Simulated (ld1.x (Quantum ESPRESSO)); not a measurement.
# Building the PAW potential for Gd (PW91, scalar-relativistic).

* Element: gadolinium (Gd)
* Generator: ld1.x (Quantum ESPRESSO) 7.5
* Type: PAW
* Functional: PW91
* Relativity: scalar-relativistic
* Frozen core: [Kr] 4d10
* Valence charge: 18
* Reference configuration: 4f7 5s2 5p6 5d1 6s1 6p0 (charge +1)
* Partial waves: 5s (bound): rcut 2.45, rcutus 2.60 bohr; 6s (bound): rcut 2.45, rcutus 2.60 bohr; 5p (bound): rcut 2.00, rcutus 2.20 bohr; 6p (bound, empty): rcut 2.00, rcutus 2.20 bohr; 5d (bound): rcut 1.55, rcutus 2.10 bohr; 5d channel at -0.25 Ry: rcut 1.55, rcutus 2.10 bohr; 4f (bound): rcut 1.10, rcutus 1.45 bohr; 4f channel at -0.55 Ry: rcut 1.10, rcutus 1.45 bohr
* Local potential: all-electron potential smoothed inside 1.30 bohr (lloc = -2)
* Core correction: Bessel-smoothed model core inside 1.10 bohr
* Augmentation charge: PSQ, inside the norm-conserving radii

All-electron outer shells of the reference configuration (PW91, scalar-relativistic, ld1.x):

```csv
shell,level (eV),outermost node (bohr),outermost maximum (bohr)
4p,-282.76,0.29,0.54
4d,-154.11,0.27,0.56
5s,-56.15,0.65,1.20
5p,-33.65,0.70,1.35
4f,-15.10,–,0.56
6s,-9.32,1.59,3.21
5d,-8.46,0.79,1.92
6p,-5.77,1.90,4.07
```

(1) Estimate the cutoffs (Ry, on a coarse ladder) from which the occupation-weighted sum of valence levels, in a spherical-Bessel basis at the reference potential, stays within 10 and 1 mRy of its value at 400 Ry.

(2) Does the potential have ghost states?

(3) Is the overlap operator S = 1 + Σ q|β⟩⟨β| positive definite (Bessel basis up to 400 Ry)?

(4) Which valence shell sets the plane-wave cutoff?

(5) Tests: 4f7 5s2 5p6 5d1 6s2 6p0; 4f7 5s2 5p6 5d1 6s0 6p0; 4f7 5s2 5p6 5d0 6s0 6p0; 4f7 5s2 5p6 5d0 6s2 6p0; 4f7 5s2 5p6 5d1 6s0 6p1; 4f7 5s2 5p6 5d1.5 6s1.5 6p0; 4f7 5s2 5p6 5d0 6s2 6p1. Which has the largest error in its energy relative to the reference configuration, and how large is it?

## Answers

(1) 70 Ry and 110 Ry.

(2) No extra level below or beside the all-electron valence levels (s, p, d, f tested).

(3) Yes: its lowest eigenvalue is 0.04 (s channel).

(4) 4f: its level needs 90 Ry to come within 1 mRy, against 21 Ry for 5d.

(5) 4f7 5s2 5p6 5d0 6s2 6p0, with +69 meV (all-electron minus pseudo) on -0.59 eV.
